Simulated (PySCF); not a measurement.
ClH5SSi2.

```xyz
9

Si    -1.9557     0.3137    -0.3886
S     -0.3209    -0.8328    -1.2183
Si     1.2917     0.1777    -0.2591
Cl     1.0300     0.2195     1.7952
H     -2.3502    -0.2049     0.9502
H     -1.5540     1.7471    -0.2782
H     -3.0855     0.1622    -1.3468
H      1.3859     1.5942    -0.7027
H      2.5249    -0.5850    -0.5802
```
Charge 0, spin multiplicity 1.

Coordinates come from a PBE0-D3(BJ)/def2-SVP optimisation. This is a generated structure with no PubChem entry under its InChIKey; it may be hypothetical. Other conformers were not sampled.

Method: PySCF with PBE/pcSseg-1. Non-relativistic, no solvent.

Computed absolute GIAO shielding of each atom: isotropic value and principal components (ppm):
| atom | σ(iso) | σ11 | σ22 | σ33 | span |
|---|---|---|---|---|---|
| Si1 | 384.4 | 340.5 | 371.8 | 440.9 | 100.4 |
| S2 | 729.4 | 613.4 | 750.1 | 824.7 | 211.4 |
| Si3 | 329.2 | 263.1 | 352.1 | 372.4 | 109.3 |
| Cl4 | 895.6 | 785.2 | 899.2 | 1002.4 | 217.1 |
| H5 | 26.3 | 22.3 | 24.8 | 31.8 | 9.4 |
| H6 | 26.5 | 23.2 | 24.9 | 31.3 | 8.1 |
| H7 | 26.3 | 22.7 | 24.0 | 32.4 | 9.7 |
| H8 | 25.3 | 20.7 | 24.2 | 31.0 | 10.4 |
| H9 | 25.3 | 20.8 | 23.7 | 31.6 | 10.8 |
